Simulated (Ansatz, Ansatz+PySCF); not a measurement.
```xyz
7

S    -0.0036    0.0084    0.0040
F     1.5846    0.0059    0.0071
F    -1.5737   -0.0072   -0.0004
F     0.0091    1.5808   -0.0042
F     0.0012   -1.5876   -0.0071
F    -0.0038    0.0070    1.5746
F    -0.0032   -0.0093   -1.5787
```

RHF-MP2 on singlet SF₆ was run in several spherical basis sets with Ansatz (development build ahead of 0.2.0). Frozen core: 11 orbitals.

Rank the basis sets by the total energy that they give, lowest first, with the distance from the lowest.
A. cc-pVDZ
B. 6-31G(d)
C. def2-SVP
D. STO-3G

A (0.00 eV), B (3.33 eV), C (17.40 eV), D (387.84 eV).

Totals follow the description of the cores as much as that of the bonds, so this order isn't one of quality for chemistry.
